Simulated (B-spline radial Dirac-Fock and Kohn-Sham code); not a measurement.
## N 2p3/2: cross section and angular parameters

System: the free nitrogen atom, configuration [He] 2s2 2p3; threshold 10.59 eV (orbital energy of the model). The computed values come from a radial B-spline solver: Dirac-Hartree-Slater photoionisation with a Latter tail; cross sections with all multipoles, angular parameters from the dipole term and its interference with E2.

For linearly polarised light dσ/dΩ = σ/(4π) [1 + β P₂(cos θ) + (δ + γ cos²θ) sin θ cos φ], with θ from the polarisation vector and φ the angle between the beam and the projection of the electron momentum on the plane normal to the polarisation.

| hν (eV) | σ (kb) | β | γ | δ |
| --- | --- | --- | --- | --- |
| 56.9 | 1370 | 1.494 | 0.057 | 0.007 |
| 57.9 | ? | ? | ? | ? |
| 60 | 1220 | 1.500 | 0.062 | 0.007 |
| 66.2 | 966 | 1.508 | 0.070 | 0.008 |
| 80 | 601 | 1.510 | 0.090 | 0.008 |
| 148 | 111 | 1.405 | 0.171 | 0.013 |
| 319 | 10.6 | 1.079 | 0.258 | 0.028 |
| 383 | 5.94 | 0.989 | 0.278 | 0.033 |
| 417 | 4.52 | 0.947 | 0.288 | 0.036 |
| 514 | 2.27 | 0.844 | 0.314 | 0.044 |
| 697 | 0.809 | 0.702 | 0.345 | 0.059 |
| 810 | 0.481 | 0.638 | 0.360 | 0.068 |
| 812 | 0.477 | 0.637 | 0.360 | 0.068 |
| 1090 | 0.169 | 0.527 | 0.393 | 0.088 |
| 1253.6 | 0.102 | 0.481 | 0.412 | 0.098 |
| 1280 | 0.0949 | 0.474 | 0.416 | 0.099 |
| 1470 | 0.0573 | 0.431 | 0.438 | 0.110 |
| 2000 | 0.0181 | 0.335 | 0.495 | 0.139 |
| 2560 | 0.00698 | 0.259 | 0.532 | 0.166 |
| 2640 | 0.00619 | 0.250 | 0.536 | 0.169 |
| 2984.4 | 0.00383 | 0.217 | 0.551 | 0.184 |
| 3050 | 0.00351 | 0.211 | 0.553 | 0.187 |
| 3330 | 0.00248 | 0.190 | 0.564 | 0.198 |
| 3370 | 0.00237 | 0.187 | 0.565 | 0.200 |
| 3520 | 0.00199 | 0.178 | 0.570 | 0.205 |
| 8047.8 | 7.23e-05 | 0.057 | 0.740 | 0.335 |
| 9251.7 | 4.09e-05 | 0.042 | 0.776 | 0.363 |
| 12400 | 1.23e-05 | 0.016 | 0.861 | 0.426 |
| 13600 | 8.37e-06 | 0.007 | 0.891 | 0.448 |
| 15000 | 5.58e-06 | -0.002 | 0.925 | 0.472 |

Problem. Give the values at 57.9 eV.

Solution. σ = 1320 kb, β = 1.496, γ = 0.059, δ = 0.007.
